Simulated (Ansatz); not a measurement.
Born–Oppenheimer molecular dynamics of a periodic cell of 40 atoms, H₃CCl (packed as 8 CH3Cl, density as packed 0.83 g/cm³ with natural masses). It goes on from the last frame of an earlier run, with new velocities.

These are results of DFT PBE-D3(BJ), scalar-relativistic, plane waves, PAW (Ansatz 0.2.0), not measurements. Settings: accuracy low, cutoff 420 eV, k mesh 1x1x1, fermi-dirac smearing 0.02 eV, no spin polarisation.

```json
{
  "ensemble": "NPT, Langevin",
  "time step": "0.5 fs",
  "steps asked": "240",
  "set temperature": "500 K",
  "friction": "0.05 /fs",
  "pressure": "10 GPa",
  "seed": "825296"
}
```

Frames 5 fs apart, positions in Å, forces in eV/Å.

Velocities at 65.0 fs (Å/ps):

```
C 2.69 7.36 -5.71
Cl 8.29 8.17 -0.99
H 7.67 -17.92 10.99
H -14.26 9.54 -31.53
H -6.93 13.24 -9.36
C -4.67 -2.88 6.17
Cl -6.84 2.17 10.02
H -20.13 -36.00 -2.40
H -11.02 -18.89 17.09
H -24.34 -16.08 -15.58
C -2.29 -8.17 -0.74
Cl -1.70 1.86 3.48
H -15.65 13.31 1.64
H -33.72 7.73 -27.85
H -12.91 -5.06 -21.23
C -5.53 11.25 2.08
Cl 3.58 -0.08 -5.05
H -9.21 44.33 19.32
H 6.60 11.45 1.09
H -41.46 -10.76 -22.83
C 9.24 -4.63 -3.29
Cl -3.23 -1.45 5.96
H 25.42 -25.19 -7.11
H 46.71 -4.26 18.76
H -7.53 -19.54 -16.16
C 2.01 -5.68 3.09
Cl 3.94 -5.40 1.88
H -53.10 -12.77 -7.94
H -33.74 7.21 -40.73
H 15.61 -6.70 -16.45
C -8.49 -8.20 7.92
Cl -4.73 2.71 12.16
H -37.95 -18.86 9.27
H -18.77 -20.13 8.79
H -59.80 -12.57 -14.89
C -1.37 -5.29 -16.19
Cl 7.97 -3.08 8.16
H -4.42 23.91 -3.51
H -14.36 22.87 -18.09
H -8.23 -1.68 9.23
```

```xyz
40
Lattice="7.7492 0.0000 0.0000 0.0000 7.5291 0.0000 0.0000 0.0000 7.7161" Properties=species:S:1:pos:R:3:forces:R:3 time_fs=65.0 energy_less_start_eV=2.513 T=732
C 7.889 3.767 3.231 -1.72 0.85 -0.38
Cl 6.886 4.842 4.348 1.49 -1.15 -1.26
H 8.720 3.465 3.803 0.51 -1.39 0.57
H 7.273 3.027 2.669 0.45 0.43 0.76
H 8.277 4.491 2.571 0.36 0.89 -1.40
C 5.317 3.152 6.353 0.47 -0.08 -0.12
Cl 5.670 3.547 8.021 0.12 0.38 0.56
H 6.267 2.971 5.871 0.11 0.10 -0.14
H 4.782 2.230 6.326 -0.80 -0.65 0.07
H 4.820 3.971 5.845 -0.25 0.25 0.38
C 5.336 6.923 5.678 1.29 -0.60 0.88
Cl 5.965 7.468 7.301 -0.28 0.11 -0.45
H 5.397 7.695 4.892 -0.76 0.32 0.82
H 6.102 6.207 5.294 -0.79 0.61 0.94
H 4.412 6.392 5.941 0.05 0.49 -0.49
C 1.743 1.390 -0.479 -1.88 1.29 1.73
Cl 2.215 1.147 1.326 0.18 0.78 -2.31
H 1.700 2.507 -0.712 -0.26 -1.39 0.54
H 2.448 0.920 -1.085 1.48 -0.72 -0.79
H 0.782 0.798 -0.578 0.92 1.34 0.22
C 2.199 5.143 5.161 -0.29 1.36 0.90
Cl 1.285 6.269 6.165 -0.49 0.02 0.74
H 1.512 4.823 4.412 0.25 -0.02 -0.48
H 3.006 5.785 4.836 0.09 -0.78 -0.35
H 2.454 4.398 5.865 0.69 -1.34 0.37
C 3.499 5.836 1.611 0.95 0.02 1.35
Cl 4.257 6.317 3.246 -0.10 -0.49 -1.98
H 3.782 6.630 0.961 0.78 0.33 -0.79
H 3.950 4.853 1.454 -0.54 0.42 -0.63
H 2.440 5.954 1.689 -0.93 -0.58 0.36
C 0.432 0.668 3.408 -2.91 0.36 -1.38
Cl -0.080 1.392 4.956 0.28 -0.08 -0.49
H 0.158 1.409 2.547 0.27 -1.43 1.64
H 1.505 0.591 3.354 0.27 -0.68 0.54
H -0.261 -0.259 3.280 1.68 1.10 0.13
C 4.638 3.289 3.254 0.21 -1.64 -0.51
Cl 4.774 1.518 2.925 0.06 -0.01 0.78
H 4.626 3.495 4.298 -0.42 0.03 0.39
H 5.481 3.669 2.784 1.59 1.00 -0.40
H 3.872 3.565 2.609 -2.13 0.55 -0.31
40
Lattice="7.6540 0.0000 0.0000 0.0000 7.4536 0.0000 0.0000 0.0000 7.6260" Properties=species:S:1:pos:R:3:forces:R:3 time_fs=70.0 energy_less_start_eV=2.375 T=799
C 7.804 3.768 3.134 0.66 1.29 1.13
Cl 6.837 4.834 4.294 1.40 -1.33 -1.41
H 8.530 3.287 3.838 -0.65 -0.02 -1.18
H 7.150 3.090 2.617 -0.22 -0.34 -0.15
H 8.258 4.512 2.463 0.02 -0.46 -0.06
C 5.244 3.116 6.302 -0.72 -2.34 0.33
Cl 5.581 3.522 7.981 0.23 0.42 0.13
H 6.194 2.830 5.829 -0.61 0.50 -0.04
H 4.594 2.187 6.358 0.62 0.91 -0.15
H 4.676 3.888 5.814 0.08 0.63 0.02
C 5.243 6.825 5.601 0.71 1.53 1.22
Cl 5.882 7.389 7.231 -0.46 -0.50 -0.54
H 5.256 7.717 4.945 -0.75 -0.28 0.56
H 5.951 6.178 5.128 0.43 -0.04 0.55
H 4.338 6.268 5.778 -0.44 0.35 0.24
C 1.679 1.427 -0.440 2.06 -0.95 0.39
Cl 2.212 1.129 1.280 -0.15 0.58 -0.98
H 1.673 2.490 -0.544 -0.35 0.85 -0.22
H 2.514 0.976 -1.061 -1.13 0.56 0.49
H 0.741 0.915 -0.605 -0.11 0.20 0.19
C 2.216 5.088 5.090 -0.93 -2.10 1.92
Cl 1.259 6.191 6.126 0.31 -0.79 -0.08
H 1.633 4.674 4.240 0.75 1.21 0.45
H 3.123 5.612 4.894 0.06 -0.14 -0.46
H 2.424 4.163 5.728 -0.06 0.97 -0.53
C 3.455 5.759 1.632 -0.97 0.50 -1.38
Cl 4.214 6.226 3.214 -0.06 -0.62 -2.70
H 3.665 6.482 0.835 0.60 0.41 0.60
H 3.801 4.826 1.171 0.03 -0.06 0.88
H 2.344 5.842 1.631 0.54 -0.41 0.74
C 0.367 0.614 3.395 -0.87 -1.01 1.93
Cl -0.101 1.378 4.940 0.20 -0.26 -0.56
H -0.014 1.224 2.671 0.00 2.21 -2.04
H 1.415 0.403 3.416 0.39 -0.19 -0.07
H -0.312 -0.202 3.209 0.15 -1.27 0.60
C 4.571 3.230 3.141 0.02 1.78 -1.57
Cl 4.755 1.482 2.923 -0.01 0.15 0.42
H 4.568 3.532 4.200 -0.02 -0.44 -0.50
H 5.449 3.777 2.618 -1.64 -0.84 0.99
H 3.628 3.553 2.597 0.90 -0.65 0.83
40
Lattice="7.5643 0.0000 0.0000 0.0000 7.3834 0.0000 0.0000 0.0000 7.5369" Properties=species:S:1:pos:R:3:forces:R:3 time_fs=75.0 energy_less_start_eV=2.488 T=712
C 7.739 3.809 3.028 -1.65 -0.80 0.18
Cl 6.797 4.806 4.228 1.28 -1.27 -1.53
H 8.308 3.160 3.675 0.92 0.13 -0.09
H 7.029 3.058 2.564 0.58 1.25 -0.07
H 8.238 4.498 2.343 -0.02 -0.35 -0.06
C 5.151 3.075 6.268 -1.09 0.34 0.30
Cl 5.507 3.489 7.941 0.48 0.11 0.28
H 6.113 2.894 5.801 -0.43 0.16 -0.43
H 4.505 2.191 6.327 0.21 0.02 -0.26
H 4.563 3.949 5.921 0.57 -0.57 -0.30
C 5.160 6.735 5.552 0.57 0.84 2.09
Cl 5.805 7.313 7.157 -0.44 -0.58 0.23
H 4.996 7.673 5.081 -0.27 0.50 -0.89
H 5.939 6.149 5.103 0.06 0.47 0.12
H 4.268 6.158 5.679 -0.39 -0.10 0.63
C 1.648 1.435 -0.381 0.46 2.45 -0.01
Cl 2.214 1.113 1.225 0.00 0.25 0.95
H 1.676 2.545 -0.515 -0.17 -0.45 0.10
H 2.458 1.063 -0.969 -0.12 -0.60 -1.09
H 0.634 1.118 -0.581 0.13 -0.56 0.21
C 2.224 5.016 5.060 -0.56 -0.95 0.20
Cl 1.242 6.104 6.094 1.09 -0.99 -0.38
H 1.780 4.731 4.107 -0.36 0.98 -0.03
H 3.219 5.348 4.822 -0.24 0.41 0.44
H 2.319 4.024 5.474 -0.08 -0.45 1.08
C 3.387 5.705 1.635 -0.36 -0.76 -1.24
Cl 4.179 6.135 3.167 0.34 -0.28 -2.01
H 3.684 6.354 0.821 -0.05 0.91 0.35
H 3.746 4.760 1.202 -0.16 -0.11 0.87
H 2.292 5.695 1.741 0.34 0.15 0.10
C 0.290 0.570 3.390 -0.24 -0.69 -0.90
Cl -0.121 1.359 4.897 -0.18 0.17 -0.13
H -0.060 1.300 2.581 1.29 -1.24 0.83
H 1.356 0.211 3.523 -0.98 0.88 -0.72
H -0.321 -0.355 3.257 0.14 0.55 0.31
C 4.497 3.188 3.026 -0.15 -0.51 0.89
Cl 4.735 1.431 2.907 -0.04 0.41 -0.02
H 4.529 3.441 4.050 0.41 0.04 1.50
H 5.245 3.785 2.562 0.36 0.24 -0.47
H 3.509 3.434 2.760 -1.24 0.00 -1.05
40
Lattice="7.4770 0.0000 0.0000 0.0000 7.3273 0.0000 0.0000 0.0000 7.4620" Properties=species:S:1:pos:R:3:forces:R:3 time_fs=80.0 energy_less_start_eV=2.538 T=746
C 7.639 3.831 2.950 -0.27 -1.98 0.65
Cl 6.765 4.771 4.161 0.92 -1.14 -0.99
H 8.254 3.060 3.446 0.27 0.80 0.11
H 6.959 3.179 2.410 -0.46 0.30 -0.38
H 8.176 4.453 2.286 0.53 0.78 -0.74
C 5.058 3.061 6.267 -0.28 0.22 -0.71
Cl 5.430 3.466 7.912 0.61 -0.09 0.10
H 5.948 2.946 5.665 0.17 -0.22 0.12
H 4.426 2.185 6.235 -0.16 -0.29 0.09
H 4.548 3.928 5.894 -0.54 0.38 -0.31
C 5.099 6.681 5.554 -1.35 0.60 1.06
Cl 5.737 7.254 7.099 -0.11 -0.15 1.02
H 4.716 7.605 5.075 0.66 -0.69 -0.33
H 5.900 6.107 5.090 -0.49 0.91 0.02
H 4.204 6.044 5.724 0.76 0.27 0.36
C 1.639 1.494 -0.330 -0.70 2.05 -3.31
Cl 2.220 1.106 1.179 0.61 -0.20 2.27
H 1.719 2.619 -0.477 -0.27 -0.90 0.19
H 2.337 1.078 -1.100 -0.83 0.08 0.41
H 0.564 1.211 -0.560 1.39 0.03 0.72
C 2.204 4.947 5.042 -2.14 -0.91 -1.31
Cl 1.244 6.022 6.066 1.08 -0.41 0.31
H 1.766 4.981 4.007 -0.11 -0.14 1.13
H 3.176 5.192 4.730 1.31 0.75 0.91
H 2.172 3.917 5.390 -0.22 -0.15 0.28
C 3.309 5.658 1.604 -0.03 0.24 0.13
Cl 4.138 6.073 3.119 0.75 0.03 -1.02
H 3.618 6.396 0.861 -0.41 -0.10 0.10
H 3.685 4.691 1.365 -0.03 -0.57 -0.55
H 2.259 5.619 1.879 -0.19 0.29 -0.55
C 0.209 0.508 3.381 -0.20 -1.18 0.86
Cl -0.136 1.340 4.867 -0.45 0.80 0.06
H 0.127 1.199 2.587 -0.47 0.31 -1.06
H 1.229 0.257 3.527 1.16 -0.56 -0.29
H -0.399 -0.421 3.374 0.15 0.67 -0.51
C 4.411 3.170 2.994 -1.18 0.16 2.17
Cl 4.692 1.387 2.890 -0.01 0.83 -0.28
H 4.593 3.364 4.090 -0.53 -0.12 -0.86
H 5.116 3.873 2.531 -0.34 -0.60 -0.09
H 3.317 3.312 2.721 1.39 -0.09 0.20
40
Lattice="7.3929 0.0000 0.0000 0.0000 7.2785 0.0000 0.0000 0.0000 7.3996" Properties=species:S:1:pos:R:3:forces:R:3 time_fs=85.0 energy_less_start_eV=3.041 T=694
C 7.548 3.808 2.882 0.22 0.90 -2.39
Cl 6.720 4.738 4.087 0.43 -0.86 0.00
H 8.250 3.096 3.242 0.38 -0.68 0.81
H 6.806 3.351 2.213 0.35 -0.20 0.35
H 8.134 4.511 2.231 -0.57 -0.37 0.41
C 4.975 3.054 6.253 -0.47 -0.43 -1.87
Cl 5.373 3.452 7.892 0.49 -0.34 -0.48
H 5.809 2.934 5.540 0.12 -0.04 0.92
H 4.336 2.160 6.122 0.18 0.37 0.67
H 4.468 3.917 5.858 -0.58 0.38 -0.02
C 5.027 6.655 5.598 -0.11 -1.44 0.04
Cl 5.672 7.207 7.062 0.39 0.75 2.20
H 4.662 7.423 4.971 -0.55 1.09 -0.37
H 5.820 6.150 5.069 0.08 0.15 0.01
H 4.270 5.911 5.825 -0.16 0.12 0.12
C 1.619 1.574 -0.324 -0.98 -0.36 -1.53
Cl 2.241 1.103 1.151 1.05 -0.19 1.85
H 1.708 2.612 -0.424 0.07 1.74 -0.36
H 1.995 1.044 -1.176 1.12 -0.17 -0.33
H 0.605 1.263 -0.410 -1.19 0.13 0.43
C 2.163 4.900 5.032 0.37 0.21 -1.26
Cl 1.258 5.955 6.048 0.18 0.73 1.93
H 1.655 5.181 4.089 0.70 -1.13 0.10
H 3.242 5.141 4.865 -1.23 -0.21 0.71
H 2.022 3.889 5.400 -0.11 -0.38 -0.38
C 3.225 5.617 1.607 0.15 -1.40 0.00
Cl 4.095 6.025 3.069 1.01 0.02 -0.16
H 3.471 6.399 0.904 -0.20 -0.22 -0.41
H 3.615 4.597 1.373 -0.72 1.10 -0.52
H 2.190 5.585 1.936 -0.26 0.15 -0.59
C 0.166 0.439 3.362 1.90 1.49 -0.09
Cl -0.173 1.319 4.854 -0.17 0.75 -0.56
H 0.231 1.145 2.501 -1.17 -0.65 0.39
H 1.255 0.293 3.480 -0.36 -1.12 0.01
H -0.496 -0.417 3.396 0.22 -0.14 -0.77
C 4.316 3.120 3.018 2.29 -0.17 2.21
Cl 4.641 1.360 2.878 -0.05 0.88 -0.38
H 4.590 3.311 4.060 -0.76 -0.05 0.19
H 4.921 3.912 2.583 0.48 -0.56 -0.53
H 3.337 3.282 2.756 -2.54 0.16 -0.35
```

Of the whole run (120 fs, mean temperature of the second half 667 K): The conserved energy stayed within 0.37 meV per atom of its start (net change 0.17 meV per atom), so the integration is sound. The mean temperature of the second half is 33 % above the set value. A run of 0.12 ps of so small a system gives no equilibrium averages. Limits of this set-up: coarse k mesh, low accuracy level. The cell's volume went from 810 to 357 Å³.

Time of the run: 13 min on 1 thread of Intel(R) Xeon(R) Platinum 8488C (Sapphire Rapids), with other jobs on the host, peak memory 0.75 GiB.
